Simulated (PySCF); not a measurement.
1-chloro-1-fluorobuta-1,2-diene (C₄H₄ClF), SMILES CC=C=C(F)Cl. Atoms are numbered in the order given.

```xyz
10

C     -3.0099    -0.0495    -0.2323
C     -1.7157    -0.2176    -0.9792
C     -0.5224    -0.2802    -0.4361
C      0.6620    -0.3189     0.1131
F      1.2648    -1.4407     0.5152
Cl     1.6464     1.0868     0.4002
H     -3.5327     0.8601    -0.5737
H     -2.8480     0.0209     0.8520
H     -3.6831    -0.8993    -0.4364
H     -1.7921    -0.2942    -2.0746
```

Coordinates come from a B3LYP-D3(BJ)/def2-SVP optimisation.

Two levels are set side by side: PBE/pcSseg-1 (PySCF) and PBE0/pcSseg-1 (PySCF). GIAO shifts against CFCl3 (¹⁹F), HCl (³⁵Cl), TMS (¹H), TMS (¹³C) at the same level; non-relativistic, no solvent, atoms listed together averaged. Without spin–orbit terms, shifts of atoms bonded to Cl or Br come out too high at both levels. Differences are taken from unrounded values.

| quantity | PBE |
|---|---|
| δ(¹³C) of C1 (ppm) | 24.4 |
| δ(¹³C) of C2 (ppm) | 117.8 |
| δ(¹³C) of C3 (ppm) | 203.0 |
| δ(¹³C) of C4 (ppm) | 149.9 |
| δ(¹⁹F) of F5 (ppm) | -111.1 |
| δ(³⁵Cl) of Cl6 (ppm) | 298.9 |
| δ(¹H) of H10 (ppm) | 6.69 |

Task: These are the PBE values. What does PBE0 give? (Estimate from the structure and the level; the computed values follow.)

Result: 
```
quantity                PBE0  PBE minus PBE0
--------------------  ------  --------------
δ(¹³C) of C1 (ppm)      23.2             1.2
δ(¹³C) of C2 (ppm)     119.1            -1.3
δ(¹³C) of C3 (ppm)     204.5            -1.4
δ(¹³C) of C4 (ppm)     148.5             1.5
δ(¹⁹F) of F5 (ppm)    -105.6            -5.6
δ(³⁵Cl) of Cl6 (ppm)   270.4            28.5
δ(¹H) of H10 (ppm)      6.66            0.03
```

Rough cost on one machine, each run with all the roots and properties that it gave: PBE0 against PBE within a factor of 2.
